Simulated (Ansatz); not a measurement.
Cl2Hg, charge -1, doublet, at a GFN2-xTB geometry (such geometries of metal compounds can be far from the true shape) (a state made from the parent by changing its charge; the spin is typed, not shown lowest) (core potentials on Hg) (a gas-phase anion, which may not be bound at this level); Ansatz (a quantum-chemistry and plane-wave program) with WB97X/def2-SVP.

Here is a job for Ansatz.
Ansatz 0.2 input:
```yaml
crystal:
  periodic: [false, false, false]
  atoms:
    - {symbol: Hg, position_ang: [-0.28663618, 0.03504313, -0.28588197]}
    - {symbol: Cl, position_ang: [2.45934715, 0.35023145, -1.06391631]}
    - {symbol: Cl, position_ang: [-1.11047102, -0.51514028, 2.40924324]}
basis:
  gaussian:
    orbitals: def2-SVP
hamiltonian:
  xc: {name: wB97X}
total_charge: -1
magnetization: {spin_polarized: true, initial_magnetization: 1}
accuracy: high
```

What the program printed (banner, timings and long lists left out):

```
Functional definition: wB97X
1262 factors; integrals over basis functions are off by at most 7.9e-9 eV
298 factors; integrals over basis functions are off by at most 1.6e-9 eV
mean field evaluation 1: about -29216.7320 eV, gradient 7.6e0 eV
mean field evaluation 2: about -29217.0676 eV, gradient 5.3e0 eV
mean field evaluation 4: about -29217.2112 eV, gradient 3.0e-1 eV
mean field evaluation 8: about -29217.2839 eV, gradient 4.4e-2 eV
mean field evaluation 16: about -29217.2840 eV, gradient 3.1e-4 eV
mean field -29217.28396898 eV, -1073.7153816736 hartree, gradient 4.1e-8 eV, S^2 0.762391; 0 other end points of the search recorded, 0 dependent functions left out
reference -29217.28396672 eV, -1073.7153815906 hartree; 28, 27 occupied and 40, 41 virtual orbitals, 1262 factors
Total energy: -29217.28396672 eV, -1073.7153815906 hartree
```
